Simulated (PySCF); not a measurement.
Correlation energy of Ge⁺ (germanium, charge +1)

[Ar] 3d10 4s2 4p1, 2P determinant. All numbers are calculated (PySCF 2.14, the non-relativistic Hamiltonian (point nucleus), in pcseg-2 (6s5p3d1f, 43 functions)). Frozen: [Ar] 3d10; 3 electrons correlated.

MP2 pair energies summed by pair of shells (mhartree):

```
 pair  energy  share (%)
4s-4s  -20.97       56.4
4s-4p  -16.20       43.6
```

Total MP2 correlation energy: -37.17 mhartree.

Same-spin part -2.49 and opposite-spin part -34.68 mhartree; SCS-MP2 scales them by 1/3 and 6/5 to -42.45 mhartree.

```json
{"level": "CCSD", "correlation energy (mhartree)": "-51.05"}
{"level": "(T)", "correlation energy (mhartree)": "-0.78"}
{"level": "CCSD(T)", "correlation energy (mhartree)": "-51.83"}
```

Diagnostics: T1 = 0.010, D1 = 0.0243, largest double amplitude 0.096.

Task: Is a single reference adequate?

Result: Mostly. T1 lies below 0.03, but a double amplitude of this size points to a near-degeneracy that CCSD handles and MP2 describes poorly.
